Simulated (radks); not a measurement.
Fractional charge and spin in the 3p shell of cobalt: the spin-up occupation runs from 2 to 3 and the spin-down occupation from 2 to 3; the fullest corner is Co+, [Ne] 3s2 3d(up 4, down 4) 3p(up 3, down 3). All-electron calculation, non-relativistic Kohn-Sham, PBE, spin-polarised, spherical densities, point nucleus. Program: a radial shooting solver on a logarithmic mesh with Libxc functionals. Energy (eV) minus the two flat planes that join the four corners (they meet along the diagonal where the two added fractions sum to one electron); zero is where a piecewise linear energy would lie.

| down \ up | 2 | 2.25 | 2.5 | 2.75 | 3 |
|---|---|---|---|---|---|
| 2 | 0.000 | -1.821 | -2.404 | -1.784 | 0.000 |
| 2.25 | -1.821 | -2.311 | -1.599 | 0.276 | -1.549 |
| 2.5 | -2.404 | -1.599 | 0.368 | -1.365 | -2.028 |
| 2.75 | -1.784 | 0.276 | -1.365 | -1.936 | -1.491 |
| 3 | 0.000 | -1.549 | -2.028 | -1.491 | 0.000 |

Corners above the fullest one (they belong to Co2+ and the next ion): (up 3, down 2) 76.045 eV, (up 2, down 3) 76.045 eV, (up 2, down 2) 171.37 eV. With half an added electron in each spin the energy lies 0.368 eV from the planes, and with half an added electron in spin up alone -2.404 eV. The planes are only a guide here: the flat-plane condition holds for ground states with one frontier orbital, while this shell lies below other occupied shells, so the corners above the fullest one are inner-hole states and not the ground states of those ions.
